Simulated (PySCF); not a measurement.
PySCF job for Be(Br)(SMe) (CH3BeBrS), SMILES C[S][Be][Br], IEF-PCM-B3LYP/def2-SVP. The structure is a stationary point at PBE0-D3(BJ)/def2-SVP. One conformer was computed; it need not be the lowest.

```python
import numpy as np
from pyscf import gto, scf, dft
from pyscf.solvent import pcm

mol = gto.M(
    atom='''
    Be    0.31739084    0.21876687   -0.00000001
    Br   -0.07164917   -1.70423080    0.00000000
    S     0.69825663    2.07428996    0.00000000
    C    -0.99307893    2.78545465    0.00000000
    H    -1.55277942    2.49758484    0.89950467
    H    -0.86991609    3.87647347   -0.00000000
    H    -1.55277941    2.49758484   -0.89950468
    ''',
    basis='def2-SVP',
    charge=0,
    spin=0,
    max_memory=1600,
    verbose=3,
)
mf = dft.RKS(mol, xc='b3lyp').density_fit(auxbasis='def2-universal-jkfit')
mf.grids.level = 3
mf.conv_tol = 1e-9
mf.max_cycle = 100
mf.kernel()
res = {}
for name, eps in {'water': 78.355, 'dimethylsulfoxide': 46.826, 'tetrahydrofuran': 7.4257}.items():
    s = mf.PCM()
    s.with_solvent.method, s.with_solvent.eps, s.with_solvent.lebedev_order = 'IEF-PCM', eps, 29
    s.kernel(mf.make_rdm1())
    res[name] = (s.e_tot, eps, s.dip_moment(), s.mo_energy, s.converged)
    print(f'{name}: electrostatic solvation free energy {(s.e_tot - mf.e_tot) * 627.509474:.3f} kcal/mol')
```

It prints:

```
converged SCF energy = -3026.67764061543

WARN: PCM is an experimental feature. It is still in testing.
Features and APIs may be changed in the future.

converged SCF energy = -3026.685986549
Dipole moment(X, Y, Z, Debye): -1.69634,  1.16119, -0.00000
water: electrostatic solvation free energy -5.237 kcal/mol

WARN: PCM is an experimental feature. It is still in testing.
Features and APIs may be changed in the future.

converged SCF energy = -3026.68585156062
Dipole moment(X, Y, Z, Debye): -1.69031,  1.16063, -0.00000
dimethylsulfoxide: electrostatic solvation free energy -5.152 kcal/mol

WARN: PCM is an experimental feature. It is still in testing.
Features and APIs may be changed in the future.

converged SCF energy = -3026.68425678723
Dipole moment(X, Y, Z, Debye): -1.62021,  1.14947, -0.00000
tetrahydrofuran: electrostatic solvation free energy -4.152 kcal/mol
```

The run converged.
